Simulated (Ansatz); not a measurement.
F3H3Si2, SMILES `F[SiH2][SiH](F)F`, relaxed with RKS PBE-D4/def2-SVP in Ansatz from a rough embedded geometry. The force threshold is 0.03 eV/Å; the program also tests the step.

Charge 0, multiplicity 1.

Start:

```xyz
8

F    -0.450   -0.900   -2.024
Si    0.435   -0.799   -0.739
Si   -0.457    0.787    0.670
F    -1.856    0.378    1.300
F     0.509    1.004    1.976
H     1.830   -0.444   -1.160
H     0.532   -2.132   -0.061
H    -0.543    2.106    0.039
```

```tsv
step	energy (eV)	largest force (eV/Å)	largest move (Å)
1	-23931.4468	3.011	0.000
2	-23931.5984	1.713	0.135
3	-23931.6700	0.346	0.095
4	-23931.6792	0.040	0.054
5	-23931.6796	0.005	0.016
```

End:

```xyz
8

F    -0.471   -0.940   -2.071
Si    0.470   -0.821   -0.727
Si   -0.435    0.842    0.675
F    -1.878    0.336    1.250
F     0.587    0.965    1.946
H     1.864   -0.448   -1.149
H     0.490   -2.145   -0.018
H    -0.626    2.211    0.093
```

Hardware: 4 threads of an AMD EPYC 7B13 on a shared host. Wall time 4.8 s, peak host memory 0.15 GiB.
